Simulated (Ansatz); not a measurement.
Coupled-cluster diagnostics for WO₄H₂, Ansatz.

Geometry of the singlet (PBE-D4/def2-SVP):

```
atom    x (Å)    y (Å)    z (Å)
  W1  -0.5125  -0.0927   0.1071
  O2   0.3687   0.8637  -1.4057
  O3   1.4405   1.0639  -0.4405
  O4  -2.1662  -0.3478   0.4452
  O5   0.7671   1.2527   0.8367
  H6   0.2182  -1.2068   1.1685
  H7  -0.1158  -1.5330  -0.7113
```

In the def2 sets W takes a core potential; there is no spin–orbit coupling. Correlated methods freeze 4 core orbitals; core or outer-core shells of W are correlated, in sets that lack core-valence functions. The structure holds 2 bonds between oxygen atoms, so isomers without such links may lie far lower. Another isomer (singlet) lies 4.78 eV lower at PBE0-D4/def2-TZVP; other spin states weren't run for this one.

Estimate the CCSD(T) correlation energy, the shares of MP2 and (T), T1 and the reference's ⟨S²⟩ for: charge 0, singlet, own geometry in def2-TZVP; and the rough time on 4 threads of Arm Neoverse V2 on a shared host.


| state | basis | correlation (eV) | MP2 share (%) | (T) share (%) | T1 | ⟨S²⟩ (pure) | wall time |
| --- | --- | --- | --- | --- | --- | --- | --- |
| charge 0, singlet, own geometry | def2-TZVP | -39.191 | 97.7 | 5.5 | 0.037 | 0.00 (0.00) | 83 s |
Customary marks for T1 are 0.02 (closed shells), 0.045 (open shells) and about 0.05 (3d metals). T1 exceeds 0.02 in 1 of 1 rows and 0.045 in 0; the higher it lies, the less the single-reference result can be trusted.
